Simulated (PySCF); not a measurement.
SMILES Cl[Si](Cl)(Cl)[SiH2][SiH3] (H₅Cl₃Si₃), GFN2-xTB optimised geometry.

```
11

Si     2.37    -0.45     0.00
Si     0.04    -0.45     0.00
Si    -0.89     1.68     0.00
Cl    -2.91     1.78     0.10
Cl    -0.34     2.71    -1.68
Cl    -0.19     2.77     1.58
H      2.91    -0.05    -1.30
H      2.91     0.47     1.00
H      2.91    -1.78     0.30
H     -0.52    -1.16     1.16
H     -0.52    -1.16    -1.16
```

Density from PBE0/def2-TZVP (PySCF) at that geometry.

Minimum of the electron density along straight lines between bonded atoms, close to the bond critical point (lines longer than 1.1 times the sum of covalent radii, or with two minima, are not listed):

```tsv
bond	length / Å	ρ at the minimum / e bohr⁻³	∇²ρ there / e bohr⁻⁵	position (fraction from the first atom)
Si1–Si2	2.324	0.094	-0.17	0.45
Si2–Si3	2.327	0.094	-0.12	0.36
Si3–Cl4	2.029	0.105	0.25	0.36
Si3–Cl5	2.040	0.103	0.24	0.36
Si3–Cl6	2.040	0.103	0.23	0.36
Si1–H7	1.465	0.123	0.19	0.49
Si1–H8	1.465	0.123	0.19	0.49
Si1–H9	1.465	0.123	0.19	0.49
Si2–H10	1.471	0.121	0.18	0.49
Si2–H11	1.471	0.121	0.18	0.49
```
